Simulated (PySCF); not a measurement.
**Radial density of Pd²⁺ (palladium, charge +2)**

BP86, [Kr] 4d7 5p1, one real determinant (an excited configuration). Computed with PySCF 2.14 in def2-TZVPPD with the def2 core potential (28 electrons), with a scalar-relativistic core potential. This is the valence pseudo-density: the core potential removes the inner electrons and smooths the orbitals near the nucleus.

| r (bohr) | 4πr²ρ (e/bohr) | 4πr²(ρα − ρβ) |
| --- | --- | --- |
| 0.0339 | 1.154e-05 | 0.0000 |
| 0.0569 | 5.035e-05 | 0.0000 |
| 0.0958 | 0.0003623 | 0.0001 |
| 0.161 | 0.004333 | 0.0011 |
| 0.271 | 0.07817 | 0.0178 |
| 0.456 | 1.977 | 0.2949 |
| 0.767 | 14.51 | 2.0178 |
| 1.29 | 10.60 | 2.3280 |
| 2.17 | 1.723 | 0.8274 |
| 3.65 | 0.3363 | 0.3135 |
| 6.14 | 0.009226 | 0.0091 |

⟨L²⟩ = 13.76 against 20 for a pure G term, so this real determinant mixes terms. Energies and moments cover only the electrons outside the core potential.
